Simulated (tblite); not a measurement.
A tight-binding relaxation on `[BH3-]SCC#C`.

Computed with GFN2-xTB geometry optimisation, gas phase (tblite 0.8.0). Start geometry: from a force field or distance geometry. The command runs a driver script over a list of jobs; the input below is this job's line of settings and its coordinates in Å.

Command:
```bash
OMP_NUM_THREADS=1 python probes_run.py task.json out
```

Input:
```
{"job": {"kind": "relax", "xc": "GFN2-xTB", "basis": "xTB"}, "charge": -1, "multiplicity": 1}
B     -1.825000     0.524900     0.097700
S     -0.841000    -0.639500    -0.989500
C      0.606900    -1.178300    -0.022300
C      1.532600    -0.060700     0.209300
C      2.307100     0.820400     0.427500
H     -1.416900     1.632700    -0.037100
H     -1.682600     0.248400     1.264200
H     -2.986000     0.560300    -0.173000
H      0.234800    -1.511500     0.999100
H      1.077900    -1.992800    -0.571400
H      2.997700     1.598700     0.593500
```

What does the run print?

```
step      E/eV     max force
  0    -384.10648    1.718
  1    -384.17082    2.850
  2    -384.22627    1.529
  3    -384.26314    0.375
  4    -384.27541    0.232
  5    -384.28066    0.191
  6    -384.28348    0.158
  7    -384.28524    0.091
  8    -384.28650    0.083
  9    -384.28723    0.074
... (68 lines left out)
 78    -384.32623    0.034
 79    -384.32635    0.026
 80    -384.32640    0.017
 81    -384.32643    0.015
 82    -384.32645    0.013
 83    -384.32649    0.022
 84    -384.32657    0.028
 85    -384.32665    0.022
 86    -384.32670    0.011
 87    -384.32671    0.007
```

«max force» is the largest atomic force in eV/Å.

From which step on does the largest force stay under 0.1 eV/Å, and how much energy is left to gain from there?

From step 45 (0.084 eV/Å), 9.1 meV above the end.

In short: energy lowered by 5.1 kcal/mol over 87 steps; largest atomic force 0.007 eV/Å at the end.

Hardware: an Arm Neoverse V2 with one thread, shared host with 96 logical CPUs at a one-minute load of 54. Cost: 0.28 s of wall time.
Labels such as C1 count atoms from 1, the log's own numbers from 0.
